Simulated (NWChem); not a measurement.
# GeNH₂Cl, singlet; SMILES [NH2][Ge][Cl]

```xyz
5

Ge     0.4706     0.5202     0.0000
Cl    -0.1561    -1.6296     0.0000
N     -1.2336     1.1963     0.0000
H     -2.0808     0.6182     0.0000
H     -1.4333     2.2011     0.0000
```
Atoms are numbered in this order, from 1.

All runs: NWChem. Pople sets run with spherical d functions. Low-valent species are run as closed-shell singlets; no triplet was tried in these runs. Structure relaxed at the PBE-D3(BJ)/def2-SVP level. Vzz is the largest principal value of the second derivative of the potential at the nucleus (NWChem prints the opposite sign); η is the asymmetry. Non-relativistic.

For level Hartree-Fock/def2-TZVP:

- Vzz Ge1 (a.u.): -3.450
- Vzz N3 (a.u.): -0.694

**Question.** How do the values read with level PBE0/6-31G* instead?

**Answer.** 
* **Vzz Ge1 (a.u.)**: -2.220
* **Vzz N3 (a.u.)**: -0.609
